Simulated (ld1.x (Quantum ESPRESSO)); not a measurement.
Building the PAW potential for rhenium (Re) (PBE, fully relativistic).

* Element: Re
* Generator: ld1.x (Quantum ESPRESSO) 7.5
* Type: PAW
* Functional: PBE
* Relativity: fully relativistic
* Frozen core: [Kr] 4d10 4f14 5s2
* Valence charge: 13
* Reference configuration: 5p6 5d4 6s0 6p0 (charge +3)
* Partial waves: 6s (bound, empty): rcut 2.15, rcutus 2.30 bohr; 6s channel at 1.95 Ry: rcut 2.15, rcutus 2.30 bohr; 5p (bound): rcut 2.00, rcutus 2.30 bohr; 6p (bound, empty): rcut 2.00, rcutus 2.30 bohr; 5d (bound): rcut 1.65, rcutus 2.30 bohr; 5d channel at -0.85 Ry: rcut 1.65, rcutus 2.30 bohr; 5f channel at 0.3 Ry: rcut 1.75, rcutus 1.90 bohr; 5f channel at 1.8 Ry: rcut 1.75, rcutus 1.90 bohr
* Local potential: all-electron potential smoothed inside 1.80 bohr (lloc = -1)
* Core correction: Bessel-smoothed model core inside 1.95 bohr
* Augmentation charge: GAUSS, radius 1.65 bohr

Open shells are filled in proportion to 2j + 1 (rel_dist='average').

Results:

```
Configuration tests : test run stopped at test 1 of 7 (negative rho)
```

The ghost test of this file was not conclusive.

Generation and tests took about 2.8 s on one core of a shared server CPU.
